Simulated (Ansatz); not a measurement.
Frontier orbitals of CH4Al2FGa, SMILES `[CH3][Al]1[AlH][Ga]1[F]`.

The species carries charge 0 and has multiplicity 1. Correlated methods include outer-core shells of Ga, which these sets cover unevenly. Scalar relativity is left out up to krypton. All single points use the PBE0-D4/def2-TZVP geometry. Basis def2-TZVPP, the Gaussian-basis code of Ansatz.

```json
{"functional": "LDA (SPW92)", "HOMO (eV)": "-5.34", "LUMO (eV)": "-3.21", "gap (eV)": "2.13"}
{"functional": "PBE", "HOMO (eV)": "-5.20", "LUMO (eV)": "-3.04", "gap (eV)": "2.16"}
{"functional": "B97M-V", "HOMO (eV)": "-5.37", "LUMO (eV)": "-2.97", "gap (eV)": "2.40"}
{"functional": "PBE0", "HOMO (eV)": "-6.02", "LUMO (eV)": "-2.44", "gap (eV)": "3.58"}
{"functional": "ωB97M-V", "HOMO (eV)": "-7.72", "LUMO (eV)": "-0.74", "gap (eV)": "6.98"}
{"functional": "HF", "HOMO (eV)": "-7.66", "LUMO (eV)": "0.10", "gap (eV)": "7.76"}
```

Against PBE, PBE0 changes HOMO and LUMO by −0.82 and +0.60 eV, ωB97M-V by −2.52 and +2.29 eV. A gap of 2.16 eV thus becomes 6.97 eV for the same molecule, so an orbital gap means little without its functional.
